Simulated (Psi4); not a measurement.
lithium atom (Li), doublet. Base run: PBE/def2-SV(P) (Psi4).

Geometry (Å):
```xyz
1

Li     0.0000     0.0000     0.0000
```
Charge 0, spin multiplicity 2.
Orbitals are unrestricted.
All else is at Psi4's defaults (density fitting).
Base energy -7.45391 Eh.

Each row names what was changed in the base input (with any setting that the change needs).

```json
[
 {"change": "base", "ΔE vs base (µEh)": "0.0", "SCF cycles": "5", "grid points": "22040", "basis functions": "9", "outcome": "converged"},
 {"change": "e_convergence = 1e-4", "ΔE vs base (µEh)": "0.0", "SCF cycles": "5", "grid points": "22040", "basis functions": "9", "outcome": "converged"},
 {"change": "guess = gwh", "ΔE vs base (µEh)": "0.0", "SCF cycles": "5", "grid points": "22040", "basis functions": "9", "outcome": "converged"},
 {"change": "level_shift = 0.3", "ΔE vs base (µEh)": "0.0", "SCF cycles": "10", "grid points": "22040", "basis functions": "9", "outcome": "converged"},
 {"change": "dft_nuclear_scheme = stratmann", "ΔE vs base (µEh)": "0.0", "SCF cycles": "5", "grid points": "22040", "basis functions": "9", "outcome": "converged"},
 {"change": "dft_spherical_points = 590", "ΔE vs base (µEh)": "0.0", "SCF cycles": "5", "grid points": "42848", "basis functions": "9", "outcome": "converged"},
 {"change": "e_convergence = 1e-8", "ΔE vs base (µEh)": "0.0", "SCF cycles": "6", "grid points": "22040", "basis functions": "9", "outcome": "converged"},
 {"change": "scf_type = out_of_core", "ΔE vs base (µEh)": "4.3", "SCF cycles": "5", "grid points": "22040", "basis functions": "9", "outcome": "converged"},
 {"change": "dft_spherical_points = 110", "ΔE vs base (µEh)": "0.0", "SCF cycles": "5", "grid points": "8030", "basis functions": "9", "outcome": "converged"},
 {"change": "dft_radial_points = 35", "ΔE vs base (µEh)": "-1.6", "SCF cycles": "5", "grid points": "10268", "basis functions": "9", "outcome": "converged"},
 {"change": "cholesky_tolerance = 1e-6 (with scf_type cd)", "ΔE vs base (µEh)": "4.3", "SCF cycles": "5", "grid points": "22040", "basis functions": "9", "outcome": "converged"},
 {"change": "puream = false", "ΔE vs base (µEh)": "2.2", "SCF cycles": "5", "grid points": "22040", "basis functions": "9", "outcome": "converged"},
 {"change": "df_basis_scf = cc-pvtz-jkfit", "ΔE vs base (µEh)": "-", "SCF cycles": "-", "grid points": "-", "basis functions": "9", "outcome": "input refused"}
]
```

Open shells are given as the SCF converged; they aren't shown to be the lowest states, and a large step between rows can be another state.

- df_basis_scf = cc-pvtz-jkfit: ended with `psi4.driver.qcdb.exceptions.BasisSetNotFound: BasisSet::construct: Unable to find a basis set for atom 1 for key JKFIT among:`
